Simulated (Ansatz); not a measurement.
Diatomic Tc$_{2}$, closed-shell singlet (lowest of 2S+1 = 1, 3, 5, 7, 9, 11 at CCSD(T)/def2-TZVPP on PBE0 minima; our sources give no spin for the ground state, which may be another). No spin–orbit coupling. The T1 diagnostic near the minimum is 0.127, so single-reference values are doubtful.

Constants: fifth-degree fit in 1/R to seven points, most abundant isotopes. In def2 and cc sets the state is the lowest found near the PBE0 minimum, followed along R. The singlet is held restricted.

The values were computed with Ansatz (a program for electronic structure). Values without a source in brackets are computed. In def2 rows elements past Kr take small-core potentials, without spin–orbit coupling.

Energies at r2SCAN/def2-TZVPP:

| R (Å) | E (hartree) |
|---|---|
| 1.761738 | -161.54353133 |
| 1.809097 | -161.56079594 |
| 1.852667 | -161.56988048 |
| 1.901920 | -161.57394563 |
| 1.951172 | -161.57283887 |
| 2.008003 | -161.56665799 |
| 2.074305 | -161.55458446 |

**Question.** With a reduced mass of 48.4532 u, find the minimum, the force constant and the constants.

**Answer.** A fifth-degree polynomial in 1/R puts the minimum at r_e = 1.9144 Å with force constant 867 N/m. Then ω_e = (1/2πc)√(k/μ) = 551 cm⁻¹ and B_e = h/(8π²cμr_e²) = 0.09493 cm⁻¹; the cubic and quartic terms give α_e = 0.00023 and ω_e x_e = 0.91 cm⁻¹.
